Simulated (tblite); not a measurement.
C7H6OS.
InChI=1S/C7H6OS/c1-5-4-6-7(9-5)2-3-8-6/h2-4H,1H3

Computed with GFN2-xTB (tblite): harmonic, unscaled wavenumbers at the GFN2-xTB geometry, gas phase. Errors from tens to a few hundred cm⁻¹ against measured bands are possible.

Harmonic wavenumbers (cm⁻¹): 54.6, 136.2, 251.3, 257.4, 303.7, 407.9, 465.5, 486.0, 553.0, 578.4, 640.8, 670.1, 755.8, 770.0, 796.3, 818.0, 892.5, 995.0, 1011.0, 1030.8, 1062.3, 1115.9, 1132.2, 1189.4, 1202.0, 1367.8, 1400.3, 1420.0, 1463.3, 1471.3, 1483.2, 1509.3, 1569.1, 3001.0, 3016.9, 3046.7, 3143.4, 3169.5, 3193.8.

A = 3609, B = 1142, C = 872.0 MHz; mass 138.014 u (most abundant isotopes); point group Cs, symmetry number 1.

Zero-point energy?

Half the sum of the wavenumbers: 23916 cm⁻¹ = 68.38 kcal/mol.

Give the ideal-gas entropy at 400 K and 1 bar in the rigid-rotor, harmonic-oscillator model (classical rotation).

Translation 42.16, rotation 29.76, vibration 26.25: S = 98.2 cal/(mol K).

And Cp and H(400 K) − H(0)?

Cp = 40.15 cal/(mol K), of which vibrations give 32.20 (their classical limit is 39 R = 77.5); H(400 K) − H(0) = 9.12 kcal/mol without the zero-point energy, 5.94 from vibrations.

Blend soft modes into free rotors: weight 1/[1 + (100 cm⁻¹/ν̃)⁴] for the oscillator and the rest for a rotor with moment μB/(μ + B), μ = h/(8π²ν), B = 10⁻⁴⁴ kg m². What vibrational entropy results?

24.77 cal/(mol K) in place of 26.25, which changes −T·S at 400 K by +0.59 kcal/mol.

What must be added to the electronic energy to get the Gibbs energy at 400 K and 1 bar?

ZPE + [H(400 K) − H(0)] − T·S = 68.38 + 9.12 − 39.27 = 38.23 kcal/mol.

How do the functions run with temperature in this model?

```tsv
T (K)	S (cal/(mol K))	Cp (cal/(mol K))	H − H(0) (kcal/mol)	G − H(0) (kcal/mol)	ln q(vib)
100	65.1	13.7	1.05	-5.46	0.83
200	77.1	22.2	2.83	-12.59	2.26
300	87.9	31.6	5.52	-20.85	3.92
500	107.9	47.3	13.50	-40.46	7.64
800	133.5	61.2	30.00	-76.82	13.35
1000	147.8	66.9	42.84	-104.98	16.97
```

q(vib) and H(0) count from the zero-point level.

Which modes carry the vibrational entropy at 400 K?

54.6 cm⁻¹: 5.22; 136.2 cm⁻¹: 3.42; 251.3 cm⁻¹: 2.25; 257.4 cm⁻¹: 2.21; 303.7 cm⁻¹: 1.91; 407.9 cm⁻¹: 1.39 cal/(mol K); the other 33 give 9.84 together.

Hindered rotation and anharmonicity are outside this model.
